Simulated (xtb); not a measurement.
xtb input:

```bash
xtb mol.xyz --gfnff --opt tight --chrg 0 --uhf 0
```
mol.xyz:
```
13

C     -2.59774172    -0.42632039     0.60810626
C     -1.41745380    -0.36831396     0.00583029
Cl    -1.19745541     0.66591368    -1.40687060
Si     0.12282285    -1.30681289     0.49816193
O      1.34971882    -0.27025203     0.77571094
Si     2.17844938     1.05486442     0.26963314
H     -3.46137251     0.13100542     0.26701982
H     -2.71931758    -1.05531549     1.48170391
H     -0.17940197    -2.04901298     1.73966254
H      0.48745023    -2.23068284    -0.59682622
H      3.41971082     1.13770176     1.06903853
H      2.51771043     0.92985550    -1.16564540
H      1.36757417     2.27301674     0.48340898
```

What final total energy does it print?

-1.58246 Eh (GFN-FF).
